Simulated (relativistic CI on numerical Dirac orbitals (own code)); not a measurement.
## Hyperfine structure of Cr15+, mass number 53

Computed by Dirac-Coulomb-Breit CI, separate exchange-only KLI orbitals for each configuration, QED by a radiative potential, unscaled Slater integrals (own radial code, finite nucleus).

Configurations in the expansion (outside the closed core 1s2): 2s²2p⁵, 2s2p⁶, 2p⁶3s, 2s²2p⁴3s, 2p⁶3p, 2s²2p⁴3p, 2p⁶3d, 2s²2p⁴3d, 2s2p⁵3s, 2s2p⁵3p, 2s2p⁵3d, 2s²2p⁴4s, 2s²2p⁴4p, 2s²2p⁴4d, 2s²2p⁴4f, 2s²2p³3s². Levels of other configurations are missing.

Nuclear spin I = 3/2, μ = -0.47431 μN, Q = -0.15 b (tables of Stone and Pyykkö). The electronic factors are computed for point nuclear moments, without core polarisation or the Bohr-Weisskopf and QED corrections.

```csv
Level,E (Ry),A (GHz),B (GHz)
2s²2p⁵ ²P°3/2,0.0000,-6.261,5.35
2s²2p⁵ ²P°1/2,0.6451,-32.01,
2s2p⁶ ²S1/2,8.6578,-107.2,
2s²2p⁴3s ⁴P5/2,45.9343,-10.21,-4.73
2s²2p⁴3s ⁴P1/2,46.4651,-10.67,
2s²2p⁴3s ⁴P3/2,46.5659,-8.424,0.266
2s²2p⁴3s ²P1/2,46.7941,-5.824,
2s²2p⁴3s ²D5/2,47.2754,-15.61,10.3
```

Levels with J = 0, under 50 % of one LS term, or S terms without an open s electron are left out. Small factors come from cancelling terms and can be off by tens of per cent or more.

At this charge energies of transitions that change n are usually good to better than 1 %, and those within a shell (Δn = 0) to a few per cent.

Task: Give the hyperfine levels of 2s²2p⁵ ²P°1/2 relative to its centre of gravity.

Result: With K = F(F + 1) − I(I + 1) − J(J + 1), E = AK/2: F = 1: 40.02, F = 2: -24.01 GHz.

LS names give the leading component of a level, which can be under half, so a name can repeat, a term be missing and a line seem to break the LS rules.
